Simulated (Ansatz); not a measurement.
Reaction (hydrogen abstraction from a C–H bond): `C[CH2][GeH3]` + `[SiH3]`• → `[CH2][CH2][GeH3]`• + SiH₄

Calculated with Ansatz (gas phase, PBE0-D4/def2-TZVP geometries, no zero-point term in ΔE). CBS: MP2 limit from def2 TZ/QZ plus the TZ coupled-cluster correction, frozen cores. This one scheme is used for every species. DFT in def2-TZVPP. Open shells (•) are unrestricted, without spin–orbit coupling. For Ge outer-core shells are correlated without core-valence functions, which leaves a few kJ/mol of doubt a bond. Scalar relativity is left out up to krypton.

```tsv
level	ΔE (kcal/mol)
BLYP-D4	7.7
BLYP	7.4
LC-ωPBE	10.1
MP2/def2-QZVPP	11.8
```

Question: What does CCSD(T)/CBS give? (Best estimate.)

Answer: Ansatz gave: +9.4 kcal/mol. The listed levels differ from it by -1.7, -2.0, 0.7, 2.4 kcal/mol.

Largest T1 diagnostic among the species: 0.015.

In def2-TZVPP, CCSD(T) changes the Hartree–Fock value by +4.9 kcal/mol (the triples alone add +0.5 kcal/mol) and MP2 by +7.1 kcal/mol. At CCSD(T), def2-SVP lies +1.8 kcal/mol from the extrapolated value and def2-TZVPP +0.4 kcal/mol.
